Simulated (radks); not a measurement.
Isoelectronic series with 36 electrons, all held in the configuration [Kr], which need not be the ground one along the series. Method: non-relativistic Kohn-Sham, PBE, spin-polarised, spherical densities, point nucleus; computed with a radial shooting solver on a logarithmic mesh with Libxc functionals. Total energies (hartree) and orbital eigenvalues (hartree):

ion,E (hartree),4p,4s
Kr,-2753.41611,-0.34114,-0.81467
Sr2+,-3132.33722,-1.33961,-1.95599
Zr4+,-3537.62295,-2.66545,-3.42437
Mo6+,-3969.15619,-4.28416,-5.18469
Ru8+,-4426.87035,-6.18055,-7.22197
Pd10+,-4910.72280,-8.34630,-9.52810
Cd12+,-5420.68424,-10.77632,-12.09815
Sn14+,-5956.73358,-13.46725,-14.92887
Te16+,-6518.85510,-16.41675,-18.01800
Xe18+,-7107.03678,-19.62313,-21.36391
Ba20+,-7721.2692,-23.08515,-24.96538
Ce22+,-8361.5450,-26.80183,-28.82147
Nd24+,-9027.8579,-30.77244,-32.93147
Sm26+,-9720.2032,-34.99638,-37.29479
